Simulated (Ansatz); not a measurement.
Start from `CCC[SiH2]O` and change one atom or group to get `BOCCC`.

Ansatz, PBE0-D4/def2-TZVP geometries, multiplicity 1. Each molecule was computed in one conformer, which needn't be the lowest.

```json
{"property": "HOMO–LUMO gap (ωB97M-V/def2-TZVPP) / eV", "`CCC[SiH2]O`": "12.01"}
{"property": "HOMO–LUMO gap (PBE/def2-TZVPP) / eV", "`CCC[SiH2]O`": "5.98"}
{"property": "HOMO–LUMO gap (PBE0/def2-TZVPP) / eV", "`CCC[SiH2]O`": "8.21"}
{"property": "LUMO energy (PBE/def2-TZVPP) / eV", "`CCC[SiH2]O`": "-0.63"}
{"property": "HOMO energy (ωB97M-V/def2-TZVPP) / eV", "`CCC[SiH2]O`": "-10.24"}
{"property": "HOMO–LUMO gap (B3LYP/def2-TZVPP) / eV", "`CCC[SiH2]O`": "7.72"}
```

Question: What does the change do to each property? (Best estimate.)

Answer: Ansatz gave: 
```
                               property  `BOCCC`  shift
HOMO–LUMO gap (ωB97M-V/def2-TZVPP) / eV    12.39   0.38
    HOMO–LUMO gap (PBE/def2-TZVPP) / eV     5.73  -0.25
   HOMO–LUMO gap (PBE0/def2-TZVPP) / eV     8.20  -0.01
      LUMO energy (PBE/def2-TZVPP) / eV    -1.30  -0.67
  HOMO energy (ωB97M-V/def2-TZVPP) / eV   -10.88  -0.64
  HOMO–LUMO gap (B3LYP/def2-TZVPP) / eV     7.74   0.02
```

B3LYP here is the variant with VWN-RPA as its local correlation; programs differ in this.
